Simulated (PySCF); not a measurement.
MB anions for M along group 13

CCSD(T) with double-zeta basis sets in PySCF, for the lowest determinant that a PBE0 search found; no spin–orbit coupling. De refers to high-spin ground-configuration atoms (the charge goes to the atom of lower measured ionisation energy or higher electron affinity, which is not always the lowest computed limit).

| M | basis | reference, frozen orbitals | charged atom | state (unpaired electrons) | Re (Å) | ωe (cm⁻¹) | De (eV) |
| --- | --- | --- | --- | --- | --- | --- | --- |
| Al | aug-cc-pV(D+d)Z/aug-cc-pVDZ | UHF, 6 | Al− | quartet (σ ↑, π ↑↑) | 2.110 | 570 | 2.90 |
| Ga | aug-cc-pVDZ-PP/aug-cc-pVDZ | UHF, 5 | Ga− | quartet (σ ↑, π ↑↑) | 2.109 | 505 | 2.85 |
| Tl | aug-cc-pVDZ-PP/aug-cc-pVDZ | UHF, 5 | Tl− | quartet (σ ↑, π ↑↑) | 2.335 | 406 | 2.36 |

Problem. The row for M = In is missing. Estimate Re, ωe and De as the mean of the rows for Ga and Tl, and compare with the calculation.

Solution. The means are 2.222 Å, 456 cm⁻¹ and 2.60 eV. UHF-CCSD(T) in aug-cc-pVDZ-PP/aug-cc-pVDZ gives InB⁻ as a quartet (σ ↑, π ↑↑) with Re = 2.302 Å, ωe = 440 cm⁻¹, De = 2.47 eV, so the estimate is off by -8.0 pm, +4 % and +0.13 eV.

Correlated steps freeze the inner cores (5 to 6 orbitals); shallow outer-core shells are correlated. Correlated levels converge slowly with the basis: in double zeta they bind strong bonds too weakly, by up to about 1 eV, and carry superposition errors of some tenths. Spin–orbit coupling is left out, which matters for elements this heavy, above all for dissociation energies. For an ion De counts to the pair picked by the measured ionisation energies or electron affinities, which need not be the lowest pair at this level. The CCSD T1 diagnostic is raised in AlB⁻, a sign that a single reference may not be enough there. States were picked by a PBE0 search and need not be the measured ground states.
